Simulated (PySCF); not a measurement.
C$_{4}$H$_{9}$O$_{2}$, charge +1, singlet, at a GFN2-xTB geometry; BLYP/STO-3G in PySCF.

Input for PySCF:
```python
from pyscf import gto, scf, dft

mol = gto.Mole()
mol.atom = '''
    C     1.33725168    0.06656417   -0.44632930
    C     0.74388758   -1.18028188    0.20726565
    O    -0.36206640   -0.80065599    1.09365955
    C    -1.36293544   -0.01520123    0.36272443
    C    -0.69648336    1.19122689   -0.29626356
    O     0.34124733    0.76976439   -1.14428956
    H     2.09036655   -0.21854948   -1.18243169
    H     1.80952077    0.70914008    0.31370797
    H     1.47288917   -1.72433803    0.80850751
    H     0.31250458   -1.84571437   -0.54378494
    H     0.00257401   -0.23714095    1.81212863
    H    -1.78215035   -0.68736273   -0.38922402
    H    -2.13707398    0.27198446    1.07488037
    H    -0.31701144    1.88511998    0.47062106
    H    -1.41538955    1.72014615   -0.92374809
'''
mol.basis = 'sto-3g'
mol.charge = 1
mol.verbose = 4
mol.build()

mf = dft.RKS(mol)
mf.xc = 'blyp'
mf.grids.atom_grid = (99, 590)
mf.grids.prune = None
mf.kernel()
```

What the program printed (banner, timings and long lists left out):

```
PySCF version 2.14.0

[INPUT] verbose = 4
[INPUT] num. atoms = 15
[INPUT] num. electrons = 48
[INPUT] charge = 1
[INPUT] spin (= nelec alpha-beta = 2S) = 0
[INPUT] symmetry False subgroup None
[INPUT] Mole.unit = angstrom
[INPUT] Symbol           X                Y                Z      unit          X                Y                Z       unit  Magmom
[INPUT]  1 C      1.337251680000   0.066564170000  -0.446329300000 AA    2.527039434815   0.125788051009  -0.843440138369 Bohr   0.0
[INPUT]  2 C      0.743887580000  -1.180281880000   0.207265650000 AA    1.405743793665  -2.230409502987   0.391675313530 Bohr   0.0
[INPUT]  3 O     -0.362066400000  -0.800655990000   1.093659550000 AA   -0.684206334907  -1.513020541093   2.066717023015 Bohr   0.0
[INPUT]  4 C     -1.362935440000  -0.015201230000   0.362724430000 AA   -2.575574707064  -0.028726161457   0.685449831389 Bohr   0.0
[INPUT]  5 C     -0.696483360000   1.191226890000  -0.296263560000 AA   -1.316162800717   2.251092574317  -0.559856989089 Bohr   0.0
[INPUT]  6 O      0.341247330000   0.769764390000  -1.144289560000 AA    0.644863994439   1.454643877543  -2.162393875599 Bohr   0.0
[INPUT]  7 H      2.090366550000  -0.218549480000  -1.182431690000 AA    3.950220279452  -0.412998661866  -2.234472055107 Bohr   0.0
[INPUT]  8 H      1.809520770000   0.709140080000   0.313707970000 AA    3.419498672012   1.340080535152   0.592822146393 Bohr   0.0
[INPUT]  9 H      1.472889170000  -1.724338030000   0.808507510000 AA    2.783357143138  -3.258526622872   1.527857763554 Bohr   0.0
[INPUT] 10 H      0.312504580000  -1.845714370000  -0.543784940000 AA    0.590548068872  -3.487894663474  -1.027604607263 Bohr   0.0
[INPUT] 11 H      0.002574010000  -0.237140950000   1.812128630000 AA    0.004864173942  -0.448131448419   3.424426813183 Bohr   0.0
[INPUT] 12 H     -1.782150350000  -0.687362730000  -0.389224020000 AA   -3.367776074298  -1.298927307933  -0.735526798902 Bohr   0.0
[INPUT] 13 H     -2.137073980000   0.271984460000   1.074880370000 AA   -4.038484530134   0.513976139538   2.031229515971 Bohr   0.0
[INPUT] 14 H     -0.317011440000   1.885119980000   0.470621060000 AA   -0.599064799954   3.562360474146   0.889344911853 Bohr   0.0
[INPUT] 15 H     -1.415389550000   1.720146150000  -0.923748090000 AA   -2.674698609071   3.250605117725  -1.745630898190 Bohr   0.0

nuclear repulsion = 275.591096834954
number of shells = 27
number of NR pGTOs = 117
number of NR cGTOs = 39
basis = sto-3g
ecp = {}

******** <class 'pyscf.dft.rks.RKS'> ********
method = RKS
initial guess = minao
damping factor = 0
level_shift factor = 0
DIIS = <class 'pyscf.scf.diis.CDIIS'>
diis_start_cycle = 1
diis_space = 8
diis_damp = 0
SCF conv_tol = 1e-09
SCF conv_tol_grad = None
SCF max_cycles = 50
direct_scf = True
direct_scf_tol = 1e-13
XC library pyscf.dft.libxc version 7.1.2
    S. Lehtola, C. Steigemann, M. J. T. Oliveira, and M. A. L. Marques,  SoftwareX 7, 1–5 (2018)
XC functionals = blyp
    A. D. Becke,  Phys. Rev. A 38, 3098 (1988)
    C. Lee, W. Yang, and R. G. Parr,  Phys. Rev. B 37, 785 (1988)
    B. Miehlich, A. Savin, H. Stoll, and H. Preuss,  Chem. Phys. Lett. 157, 200 (1989)
radial grids:
    Treutler-Ahlrichs [JCP 102, 346 (1995); DOI:10.1063/1.469408] (M4) radial grids

becke partition: Becke, JCP 88, 2547 (1988); DOI:10.1063/1.454033
pruning grids: None
grids dens level: 3
symmetrized grids: False
atomic radii adjust function: <function treutler_atomic_radii_adjust>
User specified grid scheme (99, 590)
small_rho_cutoff = 0
Set gradient conv threshold to 3.16228e-05
Initial guess from minao.
tot grids = 876152
init E= -304.920373418828
  HOMO = -0.269353590238134  LUMO = 0.0724101277628169  gap/eV = 9.29986
cycle= 1 E= -303.819750137182  delta_E=  1.1  |g|= 0.509  |ddm|= 4.76
  HOMO = -0.174123557661763  LUMO = -0.148415936708227  gap/eV = 0.69954
cycle= 2 E= -302.588440695322  delta_E= 1.23  |g|=    2  |ddm|=  4.2
  HOMO = -0.31321023584865  LUMO = -0.107831691551447  gap/eV = 5.58863
cycle= 3 E= -303.888355315316  delta_E= -1.3  |g|= 0.268  |ddm|= 3.92
  HOMO = -0.289589907606979  LUMO = -0.133014132156921  gap/eV = 4.26064
cycle= 4 E= -303.906189016207  delta_E= -0.0178  |g|= 0.0934  |ddm|= 0.429
  HOMO = -0.289744916038909  LUMO = -0.122664110361505  gap/eV = 4.54650
cycle= 5 E= -303.908650307003  delta_E= -0.00246  |g|= 0.018  |ddm|= 0.127
  HOMO = -0.29274358004687  LUMO = -0.124008968786098  gap/eV = 4.59150
cycle= 6 E= -303.908755540732  delta_E= -0.000105  |g|= 0.00339  |ddm|= 0.0295
  HOMO = -0.293009110647882  LUMO = -0.124055679646511  gap/eV = 4.59746
cycle= 7 E= -303.90875905766  delta_E= -3.52e-06  |g|= 0.000629  |ddm|= 0.00526
  HOMO = -0.292923410010119  LUMO = -0.123903669291433  gap/eV = 4.59926
cycle= 8 E= -303.908759181735  delta_E= -1.24e-07  |g|= 0.000166  |ddm|= 0.00109
  HOMO = -0.292958809001191  LUMO = -0.123928352610598  gap/eV = 4.59955
cycle= 9 E= -303.90875919148  delta_E= -9.74e-09  |g|= 1.96e-05  |ddm|= 0.000285
  HOMO = -0.292959396368119  LUMO = -0.1239283910824  gap/eV = 4.59957
cycle= 10 E= -303.908759191631  delta_E= -1.51e-10  |g|= 2.01e-06  |ddm|= 3.74e-05
  HOMO = -0.292959306931848  LUMO = -0.123928242202786  gap/eV = 4.59957
Extra cycle  E= -303.908759191631  delta_E= -3.41e-13  |g|= 1.65e-06  |ddm|= 6.31e-06
converged SCF energy = -303.908759191631
```
